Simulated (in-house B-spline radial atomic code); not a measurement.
Checks on a self-consistent run for La II (La+), [Kr] 4d10 5s2 (5p1/2)1 (5p3/2)4 5d1 6s2. Level of theory: Dirac-Hartree-Fock, average of the jj configuration, Fermi nucleus of rms radius 4.855 fm; calculated with a B-spline radial code for spherical atoms.

| orbital | q | ε (Eh) | <1/r> | <r²> | small-component weight |
| --- | --- | --- | --- | --- | --- |
| 1s1/2 | 2 | -1439.33234 | 62.0125 | 0.000853483 | 0.044433 |
| 2s1/2 | 2 | -233.40294 | 14.6103 | 0.0135347 | 0.0096455 |
| 2p1/2 | 2 | -219.55156 | 14.5519 | 0.00998356 | 0.0096375 |
| 2p3/2 | 4 | -204.32220 | 13.2411 | 0.011242 | 0.0090819 |
| 3s1/2 | 2 | -51.94786 | 5.27956 | 0.0920021 | 0.0029565 |
| 3p1/2 | 2 | -46.07216 | 5.18003 | 0.0871652 | 0.0028854 |
| 3p3/2 | 4 | -43.03668 | 4.85827 | 0.0945694 | 0.0027382 |
| 3d3/2 | 4 | -32.87992 | 4.70764 | 0.0778674 | 0.0026012 |
| 3d5/2 | 6 | -32.24023 | 4.62518 | 0.079987 | 0.0025569 |
| 4s1/2 | 2 | -11.54755 | 2.15872 | 0.48078 | 0.00088007 |
| 4p1/2 | 2 | -9.28667 | 2.04937 | 0.518514 | 0.00081215 |
| 4p3/2 | 4 | -8.64699 | 1.95469 | 0.5554 | 0.00077274 |
| 4d3/2 | 4 | -4.87670 | 1.73236 | 0.668747 | 0.00062984 |
| 4d5/2 | 6 | -4.76714 | 1.70494 | 0.687222 | 0.00061598 |
| 5s1/2 | 2 | -2.15620 | 0.849317 | 2.68009 | 0.0001931 |
| 5p1/2 | 1 | -1.50133 | 0.761741 | 3.31395 | 0.00016052 |
| 5p3/2 | 4 | -1.36756 | 0.723657 | 3.60919 | 0.00014696 |
| 5d3/2 | 0.4 | -0.52265 | 0.499699 | 7.52638 | 7.226e-05 |
| 5d5/2 | 0.6 | -0.54289 | 0.506039 | 7.34148 | 7.5344e-05 |
| 6s1/2 | 2 | -0.40559 | 0.313452 | 17.8051 | 3.0549e-05 |

Electron-electron repulsion V_ee = 3060.5965 hartree.

Problem. What total energy follows from the eigenvalues?

Solution. The eigenvalues count the repulsion twice, so E = Σqε - V_ee = -5432.006 - 3060.597 = -8492.603 hartree; the run printed -8492.603.

Problem. Does the Dirac virial theorem hold?

Solution. For a point nucleus E = -2c²Σq·w, with w the small-component weight. Here Σq·w = 0.2261 and c = 137.0360, so the ratio E/(-2c²Σq·w) is 1.000080; the finite nucleus accounts for the departure from 1.

Problem. What diamagnetic shielding (Lamb formula) and susceptibility (Langevin formula) do the radii give?

Solution. σ = (α²/3)Σq<1/r> = 362.127/(3·137.036²) = 6427.9 ppm, and χ = -0.79199×10⁻⁶·Σq<r²> = -62.39×10⁻⁶ cm³/mol with Σq<r²> = 78.777 bohr². Both are non-relativistic formulas without the paramagnetism of open shells; for so heavy an element the full relativistic shielding is larger by tens of per cent.
